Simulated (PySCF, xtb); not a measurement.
cyclohexanone (C₆H₁₀O), SMILES C1CCCCC1=O. Atoms are numbered in the order given.

```xyz
17

O      2.2961    -0.3425     0.0000
C      1.1570     0.0638     0.0000
C      0.3892     0.3443    -1.2825
C     -1.0124    -0.2840    -1.2611
C     -1.7850     0.1114     0.0000
C     -1.0124    -0.2840     1.2611
C      0.3892     0.3443     1.2825
H      0.2939     1.4425    -1.3690
H      0.9945    -0.0081    -2.1301
H     -1.5667     0.0107    -2.1666
H     -0.9155    -1.3836    -1.2965
H     -2.7802    -0.3620     0.0000
H     -1.9555     1.2037     0.0000
H     -1.5667     0.0107     2.1666
H     -0.9155    -1.3836     1.2965
H      0.9945    -0.0081     2.1301
H      0.2939     1.4425     1.3690
```
Charge 0, spin multiplicity 1.

Coordinates come from a ωB97X-D3(BJ)/def2-SVP optimisation. Other conformers were not sampled.

Computed with C-PCM-ωB97X/def2-SVP run with PySCF.

The values are the electrostatic part of the solvation free energy, E(continuum) − E(gas) at the gas-phase geometry, in a cavity of scaled van der Waals radii (PySCF's table); cavitation and dispersion terms are not included. In vacuum the orbital gap is 11.31 eV. The dipole moment in vacuum is 3.08 D.

Computed values in water (ε = 78.36), chlorobenzene (ε = 5.70), methanol (ε = 32.61):
```json
[
 {"solvent": "water", "ε": "78.36", "ΔG(elec) (kcal/mol)": "-4.9", "dipole (D)": "3.96", "gap (eV)": "11.44"},
 {"solvent": "chlorobenzene", "ε": "5.70", "ΔG(elec) (kcal/mol)": "-3.9", "dipole (D)": "3.78", "gap (eV)": "11.42"},
 {"solvent": "methanol", "ε": "32.61", "ΔG(elec) (kcal/mol)": "-4.8", "dipole (D)": "3.94", "gap (eV)": "11.44"}
]
```

For comparison, GFN2-xTB/ALPB(water) (xtb, at the GFN2-xTB geometry, all terms of that model) gives -2.9 kcal/mol.
